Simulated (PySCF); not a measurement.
**B⁺: excitation energy**

B⁺ [He] 2s2 (1S) → B⁺ [He] 2s1 3s1 (3S), as a difference of total energies. Calculation: PySCF 2.14, in dyall-acv3z (15s9p4d2f, 76 functions); the spin-free X2C one-electron Hamiltonian (Gaussian nucleus). Correlated levels: valence and next inner shell: nothing frozen; virtual orbitals above 40 to 60 times the deepest correlated orbital energy dropped. The calculations carry no spin-orbit coupling.

Problem. Order these methods by the excitation energy they give, lowest first.
A. SCS-MP2 (valence and next inner shell)
B. CCSD(T) (valence and next inner shell)
C. UHF
D. MP2 (valence and next inner shell)

Solution. C (14.636 eV), D (15.611 eV), A (15.872 eV), B (16.084 eV).

Errors of the correlated levels include the incompleteness of this basis.

For comparison: 16.090 eV (measured; NIST levels).
